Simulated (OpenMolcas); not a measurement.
P2+, As2+, Sb2+, Bi2+: ns2 np down the group

```yaml
Program: OpenMolcas
Method: SS-RASPT2, IPEA 0.25 Eh, imaginary shift 0.1 Eh
Basis: ANO-R3
Scalar_Hamiltonian: X2C, finite nucleus
Spin-orbit_coupling: state interaction with AMFI integrals over the reference wave functions, term energies averaged over their components
```

Active space for each ion: 1 electron in 9 orbitals (RAS2 p; RAS3 d s, at most 1 electron); closed shells correlated by CASPT2: P2+ 2s 2p 3s; As2+ 3d 4s; Sb2+ 4d 5s; Bi2+ 5d 6s.

Computed levels in cm-1 above 2P* 1/2:

```tsv
Level	P2+	As2+	Sb2+	Bi2+
2P* 3/2	504	2640	5840	18020
weight of 2P* in the lowest level (%)	100	100	100	100
```

Measured, with the error of the calculation in %. Measured levels: P2+ from Martin, Zalubas and Musgrove, J. Phys. Chem. Ref. Data 14, 751 (1985); As2+ from Moore, Atomic Energy Levels, vol. II, NSRDS-NBS 35 (1971 reprint of NBS Circular 467, 1952); Sb2+, Bi2+ from Moore, Atomic Energy Levels, vol. III, NSRDS-NBS 35 (1971 reprint of NBS Circular 467, 1958).

```
  Level         P2+          As2+          Sb2+           Bi2+
2P* 3/2  559 (-9.9)  2940 (-10.3)  6576 (-11.2)  20788 (-13.3)
```

The fine-structure level 2P* 3/2 changes by a factor of 35.8 from P2+ to Bi2+.

With one active electron, CASPT2 adds the correlation within the correlated inactive shells and between them and that electron, and leaves the splitting within a term as the reference gives it. Measured partners are found by configuration, term and J. A level has none where our copy of the source lacks it or the pairing is in doubt (some pairs that miss far off the trend of their configuration count as doubtful), and it then counts in no deviation. Levels of configurations outside the active space are missing.

* marks odd parity.
